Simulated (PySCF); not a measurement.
Isomers of CH6OSi. Isolated molecules, 0 K electronic values unless said otherwise. One relaxed conformer stands for each flexible species; it need not be the lowest. Strings in code marks are SMILES.

The vertical ionisation energy (Delta-SCF) from two functionals at the same geometries (PBE0-D3(BJ)/def2-TZVP), both in PySCF: PBE-D3(BJ)/def2-TZVP and ωB97X-D3(BJ)/def2-TZVP. Delta-SCF ions had no search for a lower state. 

| species | PBE-D3(BJ)/def2-TZVP (eV) | ωB97X-D3(BJ)/def2-TZVP (eV) |
|---|---|---|
| `[SiH3]OC` | 10.10 | 10.75 |
| `C[SiH2]O` (C–Si–O–H torsion 69°) | 10.29 | 11.00 |
| `OC[SiH3]` (H–O–C–Si torsion 59°) | 9.70 | 10.15 |

Over these rows, drawn at random from the members with no instability flagged (it was tested for open shells, ions and some series alone), PBE minus ωB97X-D3(BJ): mean -0.60 eV, from -0.71 eV to -0.45 eV.
